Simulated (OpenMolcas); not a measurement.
## Ni3+: the spin-orbit constant, Racah parameters, worked from levels

| Quantity | Value |
| --- | --- |
| Program | OpenMolcas 26.06 |
| Basis | ANO-R3 [7s5p5d3f2g1h] |
| Scalar Hamiltonian | X2C, finite nucleus |
| Active space | 7 electrons in 5 orbitals (3d) |
| State averaging | 2S+1 = 4 even, 10 roots; 2S+1 = 2 even, 40 roots |
| Spin-orbit coupling | RASSI with atomic mean-field integrals over the reference wave functions, term energies averaged over their components |

Methods: CASSCF; MS-CASPT2, IPEA 0.25 Eh, imaginary shift 0.1 Eh (closed shells correlated: 3s 3p). Measured levels: Corliss and Sugar, J. Phys. Chem. Ref. Data 10, 197 (1981).

**The spin-orbit constant.** For the Hund term 4F of d7, E(J) = (A/2) J(J+1) + constant and ζ = -2S·A = -3A. From J = 3/2 to J = 9/2 the energy changes by 10.5 A.

```
   Source  E(9/2) - E(3/2)       A    ζ
   CASSCF          -2585.4  -246.2  739
MS-CASPT2          -2578.0  -245.5  737
 measured          -2621.1  -249.6  749
```

All in cm-1. MS-CASPT2 is off by -1.6 % and CASSCF by -1.4 %. Both methods take the spin-orbit matrix elements from the reference wave functions, so the second can move ζ only through the term energies and any multistate remixing. Second-order mixing with other terms is absorbed into this ζ.

**Racah parameters.** Above 4F, d7 has 4P at 15B, 2G at 4B + 3C and 2H at 9B + 3C. The first two fix B and C, and the third tests them; where it misses by thousands of cm-1, two parameters do not describe the configuration (Trees and configuration-interaction terms are left out) and B and C hang on the terms chosen. Term energies are centres of gravity, weighted by 2J + 1.

```json
{"Source": "CASSCF", "4P": "21373", "2G": "21690", "B": "1425", "C": "5330", "C/B": "3.74", "2H from B, C": "28815", "2H found": "28958"}
{"Source": "MS-CASPT2", "4P": "17415", "2G": "18668", "B": "1161", "C": "4675", "C/B": "4.03", "2H from B, C": "24474", "2H found": "25949"}
{"Source": "measured", "4P": "17189", "2G": "19174", "B": "1146", "C": "4863", "C/B": "4.24", "2H from B, C": "24903", "2H found": "25965"}
```

Energies in cm-1. From CASSCF to MS-CASPT2, B changes by -18.5 % and C by -12.3 %. Against the measured terms, MS-CASPT2 has B off by +1.3 % and C by -3.9 %.

CASPT2 does not keep the components of a term degenerate, so their means are used; among the terms shown or strongly mixed into the levels shown the widest spread is 1100 cm-1 (3d7 4F, MS-CASPT2). Without dynamic correlation excited terms often stand tens of per cent too high (terms of higher spin than the ground term too low), and those without a measured partner can miss by more than the paired ones (holds for CASSCF). Computed and measured levels are paired by configuration, term and J; levels that our copy of the source lacks, or whose pairing is in doubt (as where it misses far off the trend of its configuration), stay unpaired and out of the deviations. Levels of configurations outside the active space are missing.
